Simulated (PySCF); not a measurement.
Run record: excited-state job, germyl fluoride, `[F][GeH3]`.

Computed with TDDFT CAM-B3LYP/def2-SVPD, vertical, gas phase, core orbitals frozen in the response (PySCF 2.14.0, density-fitted response routines). Geometry: GFN2-xTB. The input is one job of a driver script: a line of settings, then coordinates in Å.

Input:
```
{"job": {"kind": "uv", "xc": "CAM-B3LYP", "basis": "def2-SVPD", "nstates": 8, "ntriplets": 3}, "charge": 0, "multiplicity": 1}
F      1.573341    -0.119533     0.243893
Ge    -0.135152     0.011047    -0.025174
H     -0.724940    -0.441908     1.269648
H     -0.328802     1.460406    -0.327732
H     -0.375824    -0.907159    -1.177821
```

Q: What does the run print?

A: 
```
coarse grid: 20136 points
cycle   1  E = -2178.3602616151  dE = -6.582e-01  |g| = 6.731e-01  |ddm| = 2.195e+00
cycle   2  E = -2178.2936900260  dE =  6.657e-02  |g| = 9.731e-01  |ddm| = 1.073e+00
cycle   3  E = -2178.4308687115  dE = -1.372e-01  |g| = 7.532e-02  |ddm| = 6.090e-01
cycle   4  E = -2178.4315296796  dE = -6.610e-04  |g| = 2.252e-02  |ddm| = 8.621e-02
cycle   5  E = -2178.4315932764  dE = -6.360e-05  |g| = 2.032e-03  |ddm| = 1.932e-02
cycle   6  E = -2178.4315944122  dE = -1.136e-06  |g| = 2.305e-04  |ddm| = 4.755e-03
final grid: 40760 points
cycle   7  E = -2178.4315933745  dE = -2.155e-08  |g| = 1.382e-04  |ddm| = 8.982e-04
cycle   8  E = -2178.4315933737  dE =  8.768e-10  |g| = 1.709e-04  |ddm| = 2.047e-04
cycle   9  E = -2178.4315933782  dE = -4.500e-09  |g| = 1.463e-05  |ddm| = 1.160e-04
cycle  10  E = -2178.4315933782  dE = -5.366e-11  |g| = 6.573e-06  |ddm| = 2.699e-05
converged SCF energy = -2178.4315933782

Static polarisability (au): isotropic 30.567, principal 29.145 31.276 31.279

Singlet excitations
state   eV       nm        f      main configurations
  1   7.8771    157.4   0.00359   H->L 0.94
  2   7.8783    157.4   0.00358   H-1->L 0.94
  3   9.0974    136.3   0.12933   H->L+1 0.93
  4   9.0988    136.3   0.12949   H-1->L+1 0.93
  5   9.5913    129.3   0.00000   H-1->L+2 0.49, H->L+3 0.49
  6   9.9920    124.1   0.00932   H-2->L 0.54, H->L+2 0.16, H-1->L+3 0.15
  7   9.9927    124.1   0.00929   H-3->L 0.54, H->L+3 0.15, H-1->L+2 0.15
  8  10.1573    122.1   0.00112   H-1->L+3 0.48, H->L+2 0.48

Triplet excitations (Tamm-Dancoff, eV): 7.3576 7.3589 8.4071
```

The SCF starts on a coarse grid where the log names one; the energy can jump when the final grid takes over, and dE then counts from the start density on the new grid. H and L stand for HOMO and LUMO; the number after each pair is its weight.

Q: How does the lowest singlet excitation compare with the HOMO–LUMO gap?

A: HOMO -11.22 eV and LUMO 0.52 eV give a gap of 11.74 eV; S1 at 7.88 eV lies 3.86 eV below it.

Summary of the converged run: HOMO -11.22 eV, LUMO 0.52 eV; lowest singlet 7.88 eV; lowest triplet 7.36 eV (Tamm–Dancoff); mean polarisability 30.6 au.

 Relativistic effects, spin–orbit coupling among them, are left out although an element past zinc is present.

Q: Estimate the wall time. Hardware: Arm Neoverse V1, one thread, no GPU, shared host.

A: About 3.6 s.
Labels such as C1 count atoms from 1, the log's own numbers from 0.
